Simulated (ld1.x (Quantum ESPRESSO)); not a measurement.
**Reading a pseudo-wave (lanthanum)**

Columns: radius, all-electron u(r) and pseudo u(r) of the 5d shell (level -3.21 eV) of lanthanum in the configuration [Kr] 4d10 4f0 5s2 5p6 5d1 6s2 6p0; LDA (PZ), scalar-relativistic, TM semilocal scheme, ld1.x (Quantum ESPRESSO) 7.5.

| r (bohr) | all-electron | pseudo |
| --- | --- | --- |
| 0.202 | 0.1582 | 0.0023 |
| 0.405 | -0.1639 | 0.0175 |
| 0.607 | -0.2727 | 0.0552 |
| 0.810 | -0.1417 | 0.1196 |
| 1.012 | 0.0644 | 0.2068 |
| 1.215 | 0.2582 | 0.3084 |
| 1.418 | 0.4086 | 0.4109 |
| 1.620 | 0.5121 | 0.5010 |
| 1.822 | 0.5758 | 0.5696 |
| 2.025 | 0.6085 | 0.6126 |
| 2.228 | 0.6182 | 0.6300 |
| 2.430 | 0.6119 | 0.6264 |
| 2.632 | 0.5949 | 0.6079 |
| 2.835 | 0.5709 | 0.5802 |
| 3.037 | 0.5429 | 0.5483 |
| 3.240 | 0.5126 | 0.5151 |
| 3.442 | 0.4815 | 0.4823 |
| 3.645 | 0.4503 | 0.4504 |
| 3.847 | 0.4197 | 0.4198 |
| 4.050 | 0.3900 | 0.3900 |
| 4.252 | 0.3617 | 0.3617 |
| 4.455 | 0.3345 | 0.3345 |
| 4.658 | 0.3088 | 0.3088 |
| 4.860 | 0.2847 | 0.2847 |
| 5.062 | 0.2620 | 0.2620 |
| 5.265 | 0.2407 | 0.2407 |

Q: How many radial nodes do the two functions have?

A: The all-electron 5d function has n − l − 1 = 2; the pseudo-wave has 0, since the states of the same l below it are removed with the core.

Q: At about which radius was the pseudo-wave matched?

A: 4.05 bohr. The columns agree to 0.0005 from 3.65 bohr on; several derivatives are matched, so the curves merge somewhat inside the radius.

Q: Where does each function peak?

A: Outermost all-electron maximum near 2.23 bohr, pseudo maximum near 2.23 bohr (to the table’s step).

Q: Is the pseudo-wave norm-conserving?

A: Yes: the TM semilocal scheme keeps the norm inside the radius equal to the all-electron one, which fixes the energy derivative of the logarithmic derivative at the level.
